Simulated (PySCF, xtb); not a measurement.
CH₈F₂Si₃, SMILES FC[SiH2][Si@H]([SiH3])F. The values are those of a single conformer.

Harmonic wavenumbers (cm⁻¹) from xtb with GFN2-xTB at its own minimum, in rising order: 16, 30, 49, 72, 130, 153, 160, 277, 364, 388, 429, 458, 497, 559, 590, 641, 679, 706, 750, 756, 785, 797, 807, 815, 1010, 1202, 1273, 1456, 2174, 2195, 2208, 2211, 2237, 2271, 2957, 2979.

Question: What does PBE0-D3(BJ)/def2-SVP run with PySCF give at its own minimum? (The exact figures need the calculation; the answer reports its results.)

Answer: 38, 68, 86, 124, 131, 176, 181, 316, 384, 426, 483, 516, 517, 589, 660, 708, 773, 811, 844, 858, 889, 927, 931, 939, 1053, 1241, 1295, 1453, 2217, 2222, 2225, 2230, 2233, 2246, 3070, 3138. Paired by order, the mean absolute difference is 55 cm⁻¹ and the zero-point energies are 50.1 and 52.9 kcal/mol.
